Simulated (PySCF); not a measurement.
This PySCF input asks for the NMR shieldings of `CCC[BH-]1OCCO1`, [C$_{5}$H$_{12}$BO$_{2}$]-; the geometry comes from GFN2-xTB.

```python
import basis_set_exchange as bse
import numpy as np
from pyscf import gto, dft
from pyscf.prop import nmr

atoms = """
C    -2.821536   -0.853078   -0.030844
C    -1.323449   -0.556857   -0.103224
C    -1.006255    0.921930   -0.284321
B     0.615093    1.242856   -0.300702
O     1.338805    0.493172   -1.417089
C     2.190464   -0.421493   -0.840750
C     2.407490    0.048037    0.609759
O     1.260304    0.713629    0.972678
H    -3.317897   -0.531419   -0.946585
H    -3.011643   -1.920464    0.103892
H    -3.274233   -0.317941    0.803843
H    -0.888593   -1.112573   -0.937318
H    -0.842064   -0.902054    0.814420
H    -1.475899    1.485608    0.528353
H    -1.459572    1.271920   -1.217673
H     0.821490    2.440232   -0.436012
H     3.142392   -0.473656   -1.401471
H     1.747958   -1.442243   -0.838252
H     2.598771   -0.796187    1.296317
H     3.293226    0.721258    0.645581
"""
names = dict.fromkeys(["C", "B", "O", "H"], "pcSseg-1")
basis = {el: gto.basis.parse(bse.get_basis(n, elements=[el], fmt="nwchem")) for el, n in names.items()}
mol = gto.M(atom=atoms, basis=basis, charge=-1, verbose=0)
mf = dft.RKS(mol, xc="PBE0")
mf.grids.level = 2
mf.grids.alignment = dft.numint.BLKSIZE   # the property module wants whole blocks of grid points
mf.conv_tol = 1e-9
mf.kernel()

calc = nmr.RKS(mf)   # GIAO
C = mf.mo_coeff
Co = C[:, mf.mo_occ > 0]
resp = mf.gen_response(singlet=True, hermi=2)
def vind(x):   # induced exchange potential for any number of trial vectors
    d = np.einsum("pi,xij,qj->xpq", C, 2 * x.reshape(-1, C.shape[1], Co.shape[1]), Co, optimize=True)
    return np.einsum("xpq,pi,qj->xij", resp(d - d.transpose(0, 2, 1)), C, Co, optimize=True).ravel()
mo1, _ = nmr.rhf.solve_mo1(calc, with_cphf=vind)
sigma = calc.kernel(mo1)
for i, s in enumerate(sigma):   # ppm
    print("%2d %-2s %9.2f" % (i, mol.atom_pure_symbol(i), np.trace(s) / 3))
```

Q: Give the expected output.

A: 
```
 0 C     163.46
 1 C     164.06
 2 C     151.18
 3 B      95.08
 4 O     294.69
 5 C     114.09
 6 C     114.22
 7 O     289.48
 8 H      31.12
 9 H      30.69
10 H      31.18
11 H      30.55
12 H      30.29
13 H      31.74
14 H      31.68
15 H      28.14
16 H      27.81
17 H      27.66
18 H      27.79
19 H      27.66
```

These numbers come from an equivalent density-fitted implementation of the same equations, which agrees with the script to about 0.01 ppm for H and up to a few tenths of a ppm for heavy atoms, so last digits may differ.

Size and cost of the density-fitted run: 196 basis functions, 24 s wall time on 1 thread of an Arm Neoverse V2, shared host; peak memory 0.86 GiB.
